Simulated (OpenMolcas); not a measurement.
Multiconfigurational calculation on Cr

Input:

```
&GATEWAY
Coord
1

Cr 0.0 0.0 0.0
Basis=ANO-RCC-VDZP
Group=XYZ
NoMove
AngMom=0.0 0.0 0.0
AMFI
&SEWARD
&RASSCF
FileOrb=start.orb
Symmetry=1
Spin=7
nActEl=6 0 0
Inactive=3 6
Ras2=6 0
CIRoot=1 1 1
SDav=1
CIMx=300
Iter=120 100
PrWF=0.3
OrbListing=Nothing
MaxOrb=0
Atom
>>> COPY $Project.JobIph JOB001
&RASSCF
FileOrb=start.orb
Symmetry=1
Spin=5
nActEl=6 0 0
Inactive=3 6
Ras2=6 0
CIRoot=35 35 1
SDav=35
CIMx=300
Iter=120 100
PrWF=0.3
OrbListing=Nothing
MaxOrb=0
Atom
CIOnly
>>> COPY $Project.JobIph JOB002
&RASSCF
FileOrb=start.orb
Symmetry=1
Spin=3
nActEl=6 0 0
Inactive=3 6
Ras2=6 0
CIRoot=189 189 1
SDav=189
CIMx=300
Iter=120 100
PrWF=0.3
OrbListing=Nothing
MaxOrb=0
Atom
CIOnly
>>> COPY $Project.JobIph JOB003
&RASSI
NrOfJobIphs=3 1 23 9
1
1 2 3 4 5 6 7 8 9 10 11 12 13 14 15 16 17 18 19 20 21 22 23
1 2 3 4 5 6 7 8 9
IphNames
JOB001
JOB002
JOB003
EJob
SpinOrbit
DIPRint=1.0
SOCoupling=1000.0
Subsets=2
MEES
Property=10
'ANGMOM' 1 'ANGMOM' 2 'ANGMOM' 3 'MLTPL  1' 1 'MLTPL  1' 2 'MLTPL  1' 3
'AMFI' 1 'AMFI' 2 'AMFI' 3 'MLTPL  2' 6
SOProperty=3
'ANGMOM' 1 'ANGMOM' 2 'ANGMOM' 3
```

Launched by
```bash
OMP_NUM_THREADS=1 MOLCAS_MEM=1689 MOLCAS_PROJECT=a pymolcas a.inp > a.log  # once for each step of the input, in one work folder
```

A driver script runs the steps one by one and writes start.orb anew before each from the orbitals found so far, so a CI-only block uses the converged orbitals of the first block.

Output, cut to the results:

```
--- SEWARD ---
Basis set label: CR.ANO-RCC...5S4P2D1F.

      Electronic valence basis set:
      ------------------
      Associated Effective Charge  24.000000 au
      Associated Actual Charge     24.000000 au
      Nuclear Model: Point charge

      Shell  nPrim  nBasis  Cartesian Spherical Contaminant
         s      21       5        X
         p      15       4        X
         d      10       2                 X
         f       6       1                 X
                  Relativistic Douglas-Kroll-Hess integrals:
                    - DKH order of Hamiltonian: 2
                    - DKH order of Properties : 0
                  Atomic mean-field integrals
--- RASSCF ---
Wave function specifications:
      -----------------------------

      Number of closed shell electrons          18
      Number of electrons in active shells       6
      Max number of holes in RAS1 space          0
      Max nr of electrons in RAS3 space          0
      Number of inactive orbitals                9
      Number of active orbitals                  6
      Number of secondary orbitals              19
      Spin quantum number                      3.0
      State symmetry                             1
Orbital specifications:
      -----------------------

      Symmetry species                           1   2
                                                ag  au
      Frozen orbitals                            0   0
      Inactive orbitals                          3   6
      Active orbitals                            6   0
      RAS1 orbitals                              0   0
      RAS2 orbitals                              6   0
      RAS3 orbitals                              0   0
      Secondary orbitals                         6  13
      Deleted orbitals                           0   0
      Number of basis functions                 15  19
      Number of CSFs                             1
      Number of root(s) required                 1
      Iter CI   SX   CI       RASSCF       Energy    max ROT     max BLB   max BLB  Level Ln srch  Step   QN
          iter iter root      energy       change     param      element    value   shift minimum  type update
 Nr of preliminary CI iterations:   1
      Total energies have been shifted. Add                -1000.00 au
        1   1    2    1   -49.64933022    0.00E+00   1.31E-07    3  10 1  2.69E-07   0.00   0.00    SX    NO
        2   1    1    1   -49.64933022   -2.05E-12   0.00E+00    6  10 2 -3.89E-08   0.00   0.00    SX    NO
        3   1    1    1   -49.64933022    1.36E-12   0.00E+00    6  10 2 -3.89E-08   0.00   0.00    SX    NO
        4   1    1    1   -49.64933022    0.00E+00   0.00E+00    6  10 2 -3.89E-08   0.00   0.00    SX    NO
      Convergence after  4 iterations
        5   1    1    1   -49.64933022   -1.14E-12   0.00E+00    6  10 2 -3.89E-08   0.00   0.00    SX    NO
      Natural orbitals and occupation numbers for root  1
      sym 1:   1.000000   1.000000   1.000000   1.000000   1.000000   1.000000
::    RASSCF root number  1 Total energy:  -1049.64933022
--- RASSCF ---
Wave function specifications:
      -----------------------------

      Number of closed shell electrons          18
      Number of electrons in active shells       6
      Max number of holes in RAS1 space          0
      Max nr of electrons in RAS3 space          0
      Number of inactive orbitals                9
      Number of active orbitals                  6
      Number of secondary orbitals              19
      Spin quantum number                      2.0
      State symmetry                             1
Orbital specifications:
      -----------------------

      Symmetry species                           1   2
                                                ag  au
      Frozen orbitals                            0   0
      Inactive orbitals                          3   6
      Active orbitals                            6   0
      RAS1 orbitals                              0   0
      RAS2 orbitals                              6   0
      RAS3 orbitals                              0   0
      Secondary orbitals                         6  13
      Deleted orbitals                           0   0
      Number of basis functions                 15  19
      Number of CSFs                            35
      Number of root(s) required                35
      Iter CI   SX   CI       RASSCF       Energy    max ROT     max BLB   max BLB  Level Ln srch  Step   QN
...
--- RASSI ---
SPIN-FREE ENERGIES:
  (Shifted by EMIN (a.u.) =      -1049.6493302234)

 SF State       Relative EMIN(au)   Rel lowest level(eV)    D:o, cm**(-1)      L_eff

     1             0.0000000000        0.0000000000              0.0000         0.0
     2             0.0538991854        1.4666715532          11829.5039         0.0
     3             0.1098179018        2.9882973432          24102.2435         2.0
     4             0.1098179018        2.9882973432          24102.2435         2.0
     5             0.1098179018        2.9882973432          24102.2435         2.0
     6             0.1098179018        2.9882973432          24102.2435         2.0
     7             0.1098179018        2.9882973432          24102.2435         2.0
     8             0.1245558771        3.3893380807          27336.8552         4.0
     9             0.1245558771        3.3893380807          27336.8552         4.0
    10             0.1245558771        3.3893380807          27336.8552         4.0
    11             0.1245558771        3.3893380807          27336.8552         4.0
    12             0.1245558771        3.3893380807          27336.8552         4.0
    13             0.1245558771        3.3893380807          27336.8552         4.0
    14             0.1245558771        3.3893380807          27336.8552         4.0
    15             0.1245558771        3.3893380807          27336.8552         4.0
    16             0.1245558771        3.3893380807          27336.8552         4.0
    17             0.1420947355        3.8665947319          31186.1897         1.0
    18             0.1420947355        3.8665947319          31186.1897         1.0
    19             0.1420947355        3.8665947319          31186.1897         1.0
    20             0.1544263364        4.2021546870          33892.6633         2.0
    21             0.1544263364        4.2021546870          33892.6633         2.0
...
```

Levels above the lowest, from the spin-orbit matrix, grouped by J:

| Configuration | Term | J | E (cm⁻¹) | Measured (cm⁻¹) | g | Term weight % |
| --- | --- | --- | --- | --- | --- | --- |
| 3d⁵ 4s | ⁷S | 3 | 0.0 | 0.0 | 2.002 | 100 |
| 3d⁵ 4s | ⁵S | 2 | 11835 | 7593 | 2.002 | 100 |
| 3d⁴ 4s² | ⁵D | 0 | 23813 | 7751 |  | 100 |
| 3d⁴ 4s² | ⁵D | 1 | 23862 | 7811 | 1.501 | 100 |
| 3d⁴ 4s² | ⁵D | 2 | 23961 | 7927 | 1.501 | 100 |
| 3d⁴ 4s² | ⁵D | 3 | 24109 | 8095 | 1.501 | 100 |
| 3d⁴ 4s² | ⁵D | 4 | 24306 | 8308 | 1.501 | 100 |
| 3d⁵ 4s | ⁵G | 4 | 27344 | 20524 | 1.150 | 100 |
| 3d⁵ 4s | ⁵G | 5 | 27344 | 20524 | 1.267 | 100 |
| 3d⁵ 4s | ⁵G | 3 | 27344 | 20521 | 0.916 | 100 |
| 3d⁵ 4s | ⁵G | 2 | 27344 | 20517 | 0.332 | 100 |
| 3d⁵ 4s | ⁵G | 6 | 27344 | 20520 | 1.334 | 100 |

Against the 11 measured excited levels shown (NIST Handbook of Basic Atomic Spectroscopic Data) the mean absolute deviation is 11000 cm-1; the largest miss in energy is 3d⁴ 4s² ⁵D₀: computed 23813, measured 7751 cm⁻¹ (+207.2 %).

Without dynamic correlation excited terms often stand tens of per cent too high (terms of higher spin than the ground term too low), and those without a measured partner can miss by more than the paired ones. Terms from blocks run as CI alone lack orbitals of their own. A single d shell beside an s shell can misplace configurations of different d count against each other. Measured partners are found by configuration, term and J. A level has none where our copy of the source lacks it or the pairing is in doubt (some pairs that miss far off the trend of their configuration count as doubtful), and it then counts in no deviation. Only configurations of the active space appear. The first state left out of the spin-orbit step lies near 38000 cm-1 above the lowest spin-free state of the reference (among the parities and spins computed), and the list stops at four fifths of that energy or lower.

The term weight is that of the spin-free term in the level, not the purity of its configuration.
